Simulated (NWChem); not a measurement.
Molecule: disiloxane (Si₂H₆O); SMILES [SiH3]O[SiH3]

Computed with NWChem. Pople sets run with spherical d functions. All runs use the structure optimised with PBE0/def2-SVP.

Isotropic polarisabilities at PBE0/6-31+G*: 50.33 bohr³ (static) and 50.80 bohr³ at ω = 0.0428 Ha (1065 nm).

Fit one effective oscillator, α(ω) = α(0)/(1 − ω²/ω₀²), predict α at ω = 0.1139 Ha (400 nm) and compare with a run.


1. 1 − α(0)/α(ω) = 0.0093 = (ω/ω₀)², so ω₀ = 0.445 Ha = 12.1 eV.
2. At the second frequency, (ω/ω₀)² = 0.066 and α = 53.9 bohr³.
3. The run gives 53.9 bohr³, a difference of 0.1 %.
